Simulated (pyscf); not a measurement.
## `[CH3][C]([F])([F])[C]([F])[F]`, doublet

Gas-phase minimum from PySCF at ωB97X-D3(BJ)/def2-SVP, one conformer. H₃C–C(F)(F)–C•(F)–F lies 7.3 kcal/mol over its isomer H₃C–C•(F)–C(F)(F)–F (electronic energy, ωB97M-D3(BJ)/def2-TZVP). 

```xyz
10

C      0.0351     0.8739     1.1898
C     -0.3997     0.0570     0.0004
F      0.6935    -0.2838    -0.7491
F     -1.2137     0.7829    -0.8084
C     -1.1418    -1.2136     0.3657
F     -0.5594    -1.9348     1.3145
F     -1.5032    -1.9616    -0.6581
H     -0.8407     1.1726     1.7818
H      0.5513     1.7701     0.8191
H      0.7199     0.2872     1.8161
```
Charge 0, spin multiplicity 2.

Bonded distances (Å): C1–C2 1.507, C1–H8 1.098, C1–H9 1.099, C1–H10 1.098, C2–F3 1.369, C2–F4 1.358, C2–C5 1.516, C5–F6 1.326, C5–F7 1.318. Angles (°): C2–C1–H8 110.0, C2–C1–H9 108.1, C2–C1–H10 109.9, H8–C1–H9 109.5, H8–C1–H10 109.6, H9–C1–H10 109.6, C1–C2–F3 109.7, C1–C2–F4 110.7, C1–C2–C5 113.9, F3–C2–F4 106.6, F3–C2–C5 108.3, F4–C2–C5 107.4, C2–C5–F6 114.4, C2–C5–F7 115.0 (the first ones only).

Properties at ωB97X-D3(BJ)/def2-SVP:

```
Quantity                                                                                                                                                                                                                                              Result
---------------------------------------------------------------------------------------------------------------------  -------------------------------------------------------------------------------------------------------------------------------------
Harmonic wavenumbers, unscaled                                                                                         57, 207, 218, 238, 345, 374, 440, 572, 581, 669, 811, 940, 975, 1181, 1223, 1276, 1331, 1417, 1436, 1461, 1481, 3098, 3209, 3214 cm⁻¹
Zero-point energy                                                                                                                                                                                                                              38.2 kcal/mol
Rotational symmetry number                                                                                                                                                                                                                                 1
Entropy of this conformer at 298 K and 1 atm, rigid rotor and harmonic oscillator, modes under 100 cm⁻¹ raised to 100                                                                                                                        348.3 J/(mol K)
Dipole moment                                                                                                                                                                                                                                         2.13 D
Spin expectation value S2                                                                                                                                                                                                                              0.752
```

Single-point totals, which compare only within one level:

```json
[
 {"level": "ωB97X-D3(BJ)/def2-TZVP", "total energy (hartree)": "-515.73578"},
 {"level": "PBE/def2-TZVP", "total energy (hartree)": "-515.13789"},
 {"level": "r²SCAN/def2-TZVP", "total energy (hartree)": "-515.43599"},
 {"level": "B3LYP-D3(BJ)/def2-TZVP", "total energy (hartree)": "-515.67036"},
 {"level": "PBE0-D3(BJ)/def2-TZVP", "total energy (hartree)": "-515.15045"},
 {"level": "M06-2X/def2-TZVP", "total energy (hartree)": "-515.47221"},
 {"level": "ωB97M-D3(BJ)/def2-TZVP", "total energy (hartree)": "-515.75648"}
]
```

Soft torsions are taken as harmonic, which can shift the entropy by several J/(mol K).
